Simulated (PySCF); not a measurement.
(1E)-1-bromobuta-1,3-diene (C4H5Br), SMILES C=C/C=C/Br. Coordinates come from a PBE-D3(BJ)/def2-SVP optimisation. The values are those of a single conformer.

Computed equilibrium geometry at PBE-D3(BJ)/def2-SVP (PySCF confirms it by a frequency run) as Cartesian coordinates in Å, and its point group (one conformer of several):
point group Cs.
```xyz
10

C     -0.3671    -3.6887     0.0000
C      0.3810    -2.5608     0.0000
C     -0.1709    -1.2164     0.0000
C      0.6021    -0.1056     0.0000
Br    -0.0918     1.6472     0.0000
H     -1.4685    -3.6442     0.0000
H      0.0971    -4.6859     0.0000
H      1.4825    -2.6432     0.0000
H     -1.2695    -1.1125     0.0000
H      1.7025    -0.1375     0.0000
```
